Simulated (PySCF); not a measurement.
CrFO2, neutral, multiplicity 2. Atoms are numbered in the order given.

```xyz
4

Cr     0.0000     0.0000    -0.0404
O      0.0000     1.3083    -0.8825
O      0.0000    -1.3083    -0.8825
F      0.0000     0.0000     1.6766
```
Charge 0, spin multiplicity 2.

The structure is a stationary point at B3LYP-D3(BJ)/def2-SVP. A frequency run showed that this geometry is not a minimum. The spin state was assumed, not searched. The isomer is the one that the SMILES or the coordinates give; other isomers of the formula were not compared.

All values below come from PBE/def2-TZVPD (PySCF).

Isolated molecule, no solvent.

Question: Estimate the frontier levels, dipole moment and polarisability. (An estimate is asked for; the answer gives what the named calculation found.)

Answer: 
```yaml
"α spin, highest occupied and lowest empty level": -6.95 and -5.81 eV
"β spin, highest occupied and lowest empty level": -8.35 and -5.43 eV
dipole_moment: 0.52 D
quadrupole, principal values (traceless, Buckingham form, about the centre of nuclear charge): -3.90, -2.51, 6.42 D·Å
mean_static_polarisability: 37.7 bohr³ (5.58 Å³)
polarisability_principal_values: 27.9, 39.9, 45.1 bohr³
"⟨S²⟩": 0.762 (pure state 0.75)
```
